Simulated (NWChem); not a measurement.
System meant: C5H5N; SMILES C=C=C(C#C)N

The following NWChem deck was run.

```
start job
memory heap 200 mb stack 900 mb global 1100 mb
geometry units angstroms noautosym nocenter noautoz
  C      1.037547     2.275877    -0.015471
  C      0.401119     1.243179    -0.020062
  C     -0.380444     0.040370    -0.001933
  N     -1.771011     0.205572    -0.073171
  C      0.240520    -1.133350     0.026559
  C      0.852294    -2.287700    -0.000155
  H      1.611906     3.183760    -0.019202
  H     -2.104209     0.998521     0.465532
  H     -2.287999    -0.637080     0.152367
  H      1.083426    -2.797934    -0.945130
  H      1.169104    -2.796089     0.920279
end
basis spherical
  C library def2-svp
  N library def2-svp
  H library def2-svp
end
dft
  xc xtpss03 ctpss03
  iterations 150
end
property
  shielding
end
task dft property
```

End of the output:

```
 Vector   24  Occ=0.000000D+00  E= 3.273472D-02
              MO Center=  5.7D-01,  7.4D-01, -3.4D-04, r^2= 4.5D+00
   Bfn.  Coefficient  Atom+Function         Bfn.  Coefficient  Atom+Function
  ----- ------------  ---------------      ----- ------------  ---------------
     7      0.516566   1 C  px               22      0.446893   2 C  py
    21     -0.407432   2 C  px               63      0.315571   5 C  px
    18     -0.311500   2 C  px               19      0.294219   2 C  py
    96      0.291442   9 H  s                 4      0.284403   1 C  px
    77     -0.280928   6 C  px                8     -0.260797   1 C  py

 center of mass
 --------------
 x =   0.01149820 y =   0.05915503 z =  -0.01384325

 moments of inertia (a.u.)
 ------------------
         674.692902716993          -1.884888940832          -1.054856540317
          -1.884888940832         310.376832468568           3.183176114780
          -1.054856540317           3.183176114780         970.193192965713

     Multipole analysis of the density
     ---------------------------------

     L   x y z        total         alpha         beta         nuclear
     -   - - -        -----         -----         ----         -------
     0   0 0 0     -0.000000    -21.000000    -21.000000     42.000000

     1   1 0 0     -0.380888     -0.172839     -0.172839     -0.035211
     1   0 1 0     -0.037060     -0.226814     -0.226814      0.416567
     1   0 0 1      0.396043      0.202484      0.202484     -0.008925

     2   2 0 0    -22.961566   -100.320308   -100.320308    177.679049
     2   1 1 0      0.933325      1.585867      1.585867     -2.238409
     2   1 0 1     -1.925031     -0.064819     -0.064819     -1.795393
     2   0 2 0    -21.590126   -201.758389   -201.758389    381.926651
     2   0 1 1      0.581417      0.767935      0.767935     -0.954453
     2   0 0 2    -27.256921    -17.246078    -17.246078      7.235235

          -----------------------------------------
          Chemical Shielding Tensors (GIAO, in ppm)
          -----------------------------------------

 ------------------------------------------------------------------------
  xtpss03: d2 not coded                    0
 ------------------------------------------------------------------------
 ------------------------------------------------------------------------
  current input line :
    28: task dft property
 ------------------------------------------------------------------------
 ------------------------------------------------------------------------
 This error has not yet been assigned to a category
 ------------------------------------------------------------------------
 For more information see the NWChem manual at https://nwchemgit.github.io

0: xtpss03: d2 not coded:Received an Error in Communication
```

Task: Can this run be used? If not, why, and what is the fix?

Result: The run crashed. Cause: this functional's second derivatives, which shieldings need, aren't coded here; the fix takes a hybrid GGA instead. This input runs:
```
start job
memory heap 200 mb stack 900 mb global 1100 mb
geometry units angstroms noautosym nocenter noautoz
  C      1.037547     2.275877    -0.015471
  C      0.401119     1.243179    -0.020062
  C     -0.380444     0.040370    -0.001933
  N     -1.771011     0.205572    -0.073171
  C      0.240520    -1.133350     0.026559
  C      0.852294    -2.287700    -0.000155
  H      1.611906     3.183760    -0.019202
  H     -2.104209     0.998521     0.465532
  H     -2.287999    -0.637080     0.152367
  H      1.083426    -2.797934    -0.945130
  H      1.169104    -2.796089     0.920279
end
basis spherical
  * library def2-svp
end
dft
  xc pbe0
  iterations 150
end
property
  shielding
end
task dft property
```
It converges to -247.66945 Ha (PBE0/def2-SVP, GIAO).
